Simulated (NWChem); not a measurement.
BiCl$_{2}$ cation; SMILES [Cl][Bi+][Cl]

def2 effective core potentials on Bi; no spin-orbit coupling.

### Question
Give the equilibrium geometry at PBE0/def2-SVP with def2 effective core potentials on Bi (NWChem) as a list of bonds and angles, with the point group.

### Answer
point group C2v; any orientation.
Bonds (Å): Bi1–Cl2 2.383, Bi1–Cl3 2.383. Angles (°): Cl2–Bi1–Cl3 100.0.
